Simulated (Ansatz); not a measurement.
H2MgSe (SMILES [MgH][SeH]) moved off its minimum; all values from Ansatz (a program for electronic structure), cores frozen in correlated methods.
(charge 0, multiplicity 1)
```xyz
4

Mg    -0.91817    -0.83677    -1.25964
H     -1.81363    -1.56827    -2.45207
Se     0.32836     0.30448     0.49983
H      0.58547    -0.91573     1.14211
```

```json
[
 {"level": "HF/def2-TZVPP", "largest force (eV/Å)": "1.52", "on atom": "H4", "rms difference from CCSD(T)/def2-TZVPPD (eV/Å)": "0.121", "dipole (D)": "1.36"},
 {"level": "PBE/def2-TZVPP", "largest force (eV/Å)": "1.97", "on atom": "Se3", "rms difference from CCSD(T)/def2-TZVPPD (eV/Å)": "0.087", "dipole (D)": "1.07"},
 {"level": "r2SCAN/def2-TZVPP", "largest force (eV/Å)": "1.69", "on atom": "Se3", "rms difference from CCSD(T)/def2-TZVPPD (eV/Å)": "0.071", "dipole (D)": "1.17"},
 {"level": "B3LYP/def2-TZVPP", "largest force (eV/Å)": "1.76", "on atom": "H4", "rms difference from CCSD(T)/def2-TZVPPD (eV/Å)": "0.038", "dipole (D)": "1.15"},
 {"level": "wB97M-V/def2-TZVPP", "largest force (eV/Å)": "1.63", "on atom": "Se3", "rms difference from CCSD(T)/def2-TZVPPD (eV/Å)": "0.098", "dipole (D)": "1.25"},
 {"level": "MP2/def2-TZVPPD", "largest force (eV/Å)": "1.62", "on atom": "Se3", "rms difference from CCSD(T)/def2-TZVPPD (eV/Å)": "0.061", "dipole (D)": "1.22"},
 {"level": "CCSD(T)/def2-TZVPPD", "largest force (eV/Å)": "1.77", "on atom": "H4", "rms difference from CCSD(T)/def2-TZVPPD (eV/Å)": "0.000", "dipole (D)": "1.23"}
]
```

The differences count from one level among others, with limits of its own. Forces at CCSD(T)/def2-TZVPPD (eV/Å):

```csv
atom,Fx,Fy,Fz
Mg1,0.150,0.152,0.238
H2,-0.189,-0.173,-0.277
Se3,-0.287,1.559,-0.775
H4,0.327,-1.539,0.813
```
